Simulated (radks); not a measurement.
Values are calculated unless marked as measured or tabulated.
Problem. Mo IV, configuration [Kr] 4d3 (the NIST ground configuration). Code: a radial shooting solver on a logarithmic mesh with Libxc functionals. Model: Dirac Kohn-Sham, PBE, spin-unpolarised, spherical densities, finite nucleus; open shells fill j = l - 1/2 first; Fermi nuclear charge, rms radius 4.4091 fm.

Spin-orbit splittings of the eigenvalues, e(l+1/2) - e(l-1/2), with zeta = 2 splitting/(2l+1) and mean radii in bohr:

| shell | occ. | splitting (eV) | zeta (eV) | <r> j=l-1/2 | <r> j=l+1/2 |
|---|---|---|---|---|---|
| 2p | 6 | 106.6 | 71.04 | 0.1308 | 0.1353 |
| 3p | 6 | 17.55 | 11.70 | 0.4233 | 0.4338 |
| 3d | 10 | 3.324 | 1.330 | 0.4131 | 0.4166 |
| 4p | 6 | 2.581 | 1.721 | 1.193 | 1.221 |
| 4d | 3 | ? | ? | 1.603 | 1.615 |

Estimate the 4d splitting.

Solution. 0.2864 eV (zeta = 0.1146 eV).
